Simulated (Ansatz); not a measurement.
Consider the substitution at a C–Si bond: `C=C[Si](N)(Cl)OC` + `CN[SiH2]Cl` → `C=CN(C)[SiH2]Cl` + `CO[SiH](N)Cl`.

Computed with Ansatz on PBE0-D4/def2-TZVP structures; ΔE is electronic, products minus reactants. CBS: MP2 limit from def2 TZ/QZ plus the TZ coupled-cluster correction, frozen cores. DFT in def2-TZVPP. One conformer a species, not always the lowest.

Problem. Is it downhill or uphill in electronic energy at CCSD(T)/CBS, and by how much? (An estimate is asked.)

Solution. Ansatz gave: Uphill: ΔE = +36.0 kJ/mol.

Problem. What do these levels give: PBE-D4, PBE0-D4, ωB97X-V, r2SCAN, HF/def2-TZVPP, SCS-MP2/def2-TZVPP, CCSD/def2-TZVPP, CCSD(T)/def2-TZVPP, MP2/def2-QZVPP, HF/CBS(def2), MP2/CBS(def2), CCSD/CBS(def2)? (Best estimate.)

Solution. Ansatz gave: PBE-D4 26.3, PBE0-D4 29.2, ωB97X-V 31.7, r2SCAN 28.5, HF/def2-TZVPP 37.8, SCS-MP2/def2-TZVPP 32.2, CCSD/def2-TZVPP 35.4, CCSD(T)/def2-TZVPP 33.8, MP2/def2-QZVPP 31.8, HF/CBS(def2) 37.3, MP2/CBS(def2) 32.9, CCSD/CBS(def2) 37.7 kJ/mol.

Largest T1 diagnostic among the species: 0.011.

In def2-TZVPP, CCSD(T) changes the Hartree–Fock value by −4.1 kJ/mol (the triples alone add −1.7 kJ/mol) and MP2 by −7.2 kJ/mol.
